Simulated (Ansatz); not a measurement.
```yaml
crystal:
  periodic: [false, false, false]
  atoms:
    - {symbol: Si, position_ang: [2.004166, -0.765839, 0.460546]}
    - {symbol: Si, position_ang: [-0.328330, -1.197164, 0.112980]}
    - {symbol: Si, position_ang: [-1.294267, 2.637491, -0.484586]}
    - {symbol: Si, position_ang: [0.106882, 1.156934, 0.547002]}
    - {symbol: Si, position_ang: [-1.684457, 0.400503, -0.835807]}
    - {symbol: Cl, position_ang: [2.481725, -0.083650, -1.509835]}
    - {symbol: Cl, position_ang: [-1.285718, -2.148284, 1.709700]}
basis:
  gaussian: {orbitals: cc-pVTZ}
total_charge: 1
magnetization: {spin_polarized: true, initial_magnetization: 1}
hamiltonian: {xc: {name: SPW92}}
scf: {omitted_lower_state_checks: [starts]}
output: {forces: true}
```

```sh
$ ansatz run in.yaml --threads 4 --pin off --events-out ev --progress --plain --max-ram 4787MiB
```

Output, abridged:

```
Functional definition: SPW92
1921 factors; their error is unknown
mean field evaluation 1: about -64182.6897 eV, gradient 3.7e1 eV
mean field evaluation 2: about -64130.3057 eV, gradient 8.5e1 eV
mean field evaluation 4: about -64187.4374 eV, gradient 2.2e1 eV
mean field evaluation 8: about -64191.9838 eV, gradient 1.5e0 eV
mean field evaluation 16: about -64191.8792 eV, gradient 1.7e-2 eV
mean field -64191.87916079 eV, -2359.0080483407 hartree, gradient 2.6e-5 eV, S^2 0.752955; 0 other end points of the search recorded, 0 dependent functions left out
reference -64191.87920137 eV, -2359.0080498319 hartree; 52, 51 occupied and 186, 187 virtual orbitals, 1921 factors
Total energy: -64191.87920137 eV, -2359.0080498319 hartree
Atom 0 at     2.004166    -0.765839     0.460546 Å, force    -0.179931     0.689846    -1.033752 eV/Å
Atom 1 at    -0.328330    -1.197164     0.112980 Å, force    -0.738107    -0.501033     1.023052 eV/Å
Atom 2 at    -1.294267     2.637491    -0.484586 Å, force     0.035394    -0.215591     0.168187 eV/Å
Atom 3 at     0.106882     1.156934     0.547002 Å, force     0.448578    -0.016094    -0.124240 eV/Å
Atom 4 at    -1.684457     0.400503    -0.835807 Å, force     0.048725     0.064768    -0.247110 eV/Å
Atom 5 at     2.481725    -0.083650    -1.509835 Å, force    -0.142084    -0.321527     0.964816 eV/Å
Atom 6 at    -1.285718    -2.148284     1.709700 Å, force     0.527425     0.299631    -0.750953 eV/Å
Dipole moment:    -0.175234     0.391814    -0.033714 e Å
Checks for a lower state left out: starts
```

Run time 16 s (4 threads of Intel Xeon on a shared host).

The dipole of an ion depends on the origin.
